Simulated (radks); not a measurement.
Species: Te I. Configuration: [Kr] 4d10 5s2 5p3 5f1 (not the ground configuration). Calculated with a radial shooting solver on a logarithmic mesh with Libxc functionals: scalar-relativistic Kohn-Sham, SCAN, spin-polarised, spherical densities, finite nucleus; open shells are filled with parallel spins first (spin-orbit coupling, left out, can overturn this in heavy ions); meta-GGA in the generalised Kohn-Sham scheme; Fermi nuclear charge, rms radius 4.7423 fm.

Local quantities along the radius. ELF = 1/(1 + alpha^2) is the electron localisation function; alpha = (tau - tau_W)/tau_unif compares the Pauli kinetic energy density with that of the uniform gas (summed over spins); r v_xc is r times the local exchange-correlation potential of spin up (hartree bohr, multiplicative part alone); -r V(r) is the screened charge that the Kohn-Sham potential of spin up presents (atomic units). tau is taken from the large components.

r (bohr)	ELF	alpha	r v_xc	-r V(r)
0.001668	0.999	0.02384	-0.1323	51.61
0.002409	0.999	0.02562	-0.1676	51.41
0.003453	0.999	0.02926	-0.2147	51.13
0.00499	0.999	0.03643	-0.2776	50.73
0.007152	0.997	0.05030	-0.3540	50.17
0.01033	0.993	0.08120	-0.4454	49.36
0.01481	0.976	0.1572	-0.5462	48.29
0.0214	0.871	0.3850	-0.6983	46.86
0.03067	0.503	0.9942	-0.5414	44.71
0.04432	0.324	1.444	-0.7040	42.23
0.06403	0.607	0.8046	-1.123	39.30
0.09178	0.750	0.5768	-1.137	35.36
0.1326	0.432	1.145	-1.297	30.95
0.1901	0.416	1.185	-0.8815	25.53
0.2746	0.760	0.5619	-1.491	20.81
0.3936	0.461	1.082	-1.334	16.00
0.5687	0.329	1.429	-1.235	11.53
0.8151	0.770	0.5468	-1.538	7.904
1.178	0.469	1.064	-1.707	5.395
1.688	0.339	1.396	-0.8606	3.033
2.439	0.774	0.5400	-1.159	2.429
3.496	0.669	0.7026	-0.8282	1.739
5.051	0.029	5.763	-0.2568	1.050
7.24	0.000	57.22	-0.1209	0.8230
10.46	0.003	18.63	-0.3181	0.9026
14.99	0.002	20.87	-0.3947	0.8481
21.66	0.000	45.60	-0.2559	0.5456
31.05	0.034	5.311	-0.8453	0.9378
44.86	0.010	10.10	-0.5950	0.5985

On this mesh the ELF has minima near r = 0.044, 0.16, 0.47, 1.4 bohr, which separate the shells, and maxima near 0.0012 (1.00), 0.092 (0.75), 0.27 (0.76), 0.82 (0.77), 2.9 (0.79).
